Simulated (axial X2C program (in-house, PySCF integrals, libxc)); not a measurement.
**Working with the constants of LiV⁺**

A bond curve at the CCSD(T) level, with spin–orbit coupling, was computed with an axial X2C code built on PySCF integrals (basis V dyall-cv3z [10s10p6d4f2g], Li dyall-cv3z [7s8p2d] (cores contracted in-house)) for the state Ω = 1/2 (⟨Sz⟩ = 2.50, ⟨Lz⟩ = -2.00 at HF). Its fit gives Re = 2.8953 Å, ωe = 236.3 cm⁻¹, ωexe = 1.25 cm⁻¹ and αe = 3.082e-03 cm⁻¹; the masses are 50.9440 and 7.0160 u. Two-component means X2C with spin–orbit coupling and atomic mean-field Coulomb and Gaunt terms.

Correlated methods: 5 electrons correlated (number of frozen shells: V 3 s, 2 p; Li 1 s), 255 virtual spin orbitals or spinors in MP2, 45 natural virtuals in coupled cluster.

**Question.** Find the reduced mass, Be and the force constant.

**Answer.** From the CCSD(T) values: μ = 6.1667 u. Be = 16.8576/(μ Re²) = 0.3261 cm⁻¹. k = 5.8918×10⁻⁷ μ ωe² = 0.203 mdyn/Å.

**Question.** A Morse curve ties αe to the other constants (Pekeris). How well does that hold?

**Answer.** αe(Morse) = 6Be²/ωe × (√(ωexe/Be) − 1) = 2.586e-03 cm⁻¹; the CCSD(T) curve gives 3.082e-03 cm⁻¹, a ratio of 0.84.

**Question.** Estimate the centrifugal constant by the Kratzer relation.

**Answer.** D = 4Be³/ωe² = 2.48e-06 cm⁻¹.

**Question.** Where do the fundamental and the first overtone lie?

**Answer.** ν(1←0) = ωe − 2ωexe = 233.8 cm⁻¹; ν(2←0) = 2ωe − 6ωexe = 465.1 cm⁻¹.

The state is one determinant whose occupation by symmetry is held fixed; it was picked as the lowest of a PBE0 search that is not exhaustive. Coupled cluster ran in a truncated set of natural virtual spinors; the MP2 energy of the rest was added. (T) has no such correction and the atoms are truncated less, which lowers De at CCSD(T) by a hundredth of an eV or more. Other states lie close and PBE0, whose exact exchange favours high spin, may order them wrongly; the determinant shown need not be the ground state. The nearest other 2c determinant of the search, Ω = 9/2, lies 0.04 eV up at the distance of the search. With several unpaired electrons one determinant need not be a pure state. The outer-core s and p shells of the metal are frozen in the correlated rows, which leaves out core–valence correlation; for alkali and alkaline-earth bonds that tends to lengthen them.
